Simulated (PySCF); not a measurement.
C2H6BBrO.

```xyz
11

B      0.6238     0.6378    -0.1251
Br    -0.8682    -0.2708     0.7793
C      0.9711     0.3157    -1.6190
C      0.8662    -1.1494    -2.0598
H      1.9768     0.7205    -1.8272
H      0.2770     0.9323    -2.2251
H     -0.1474    -1.5448    -1.8938
H      1.5624    -1.7900    -1.4947
H      1.1033    -1.2652    -3.1290
O      1.3108     1.5660     0.5661
H      0.9855     1.7103     1.4652
```
Charge 0, spin multiplicity 1.

Geometry: B3LYP-D3(BJ)/def2-SVP. The values are those of a single conformer.

Calculation: PBE/pcSseg-1 (PySCF). Non-relativistic, no solvent.

Q: Give the absolute GIAO shielding of each atom: isotropic value and principal components (ppm). (An estimate is asked for; the answer gives what the named calculation found.)

A: 
```json
[
 {"atom": "B1", "σ(iso)": "46.8", "σ11": "16.0", "σ22": "51.8", "σ33": "72.5", "span": "56.5"},
 {"atom": "Br2", "σ(iso)": "2297.0", "σ11": "1762.2", "σ22": "2385.8", "σ33": "2742.9", "span": "980.6"},
 {"atom": "C3", "σ(iso)": "161.8", "σ11": "150.4", "σ22": "160.8", "σ33": "174.1", "span": "23.6"},
 {"atom": "C4", "σ(iso)": "167.4", "σ11": "155.0", "σ22": "167.7", "σ33": "179.5", "span": "24.5"},
 {"atom": "H5", "σ(iso)": "29.9", "σ11": "25.1", "σ22": "29.2", "σ33": "35.5", "span": "10.4"},
 {"atom": "H6", "σ(iso)": "30.2", "σ11": "26.8", "σ22": "28.2", "σ33": "35.6", "span": "8.8"},
 {"atom": "H7", "σ(iso)": "29.9", "σ11": "24.8", "σ22": "30.9", "σ33": "33.8", "span": "9.0"},
 {"atom": "H8", "σ(iso)": "30.3", "σ11": "26.7", "σ22": "28.2", "σ33": "36.1", "span": "9.4"},
 {"atom": "H9", "σ(iso)": "30.0", "σ11": "25.3", "σ22": "27.5", "σ33": "37.4", "span": "12.1"},
 {"atom": "O10", "σ(iso)": "117.5", "σ11": "-23.5", "σ22": "164.0", "σ33": "212.1", "span": "235.6"},
 {"atom": "H11", "σ(iso)": "25.4", "σ11": "20.4", "σ22": "24.0", "σ33": "31.9", "span": "11.5"}
]
```
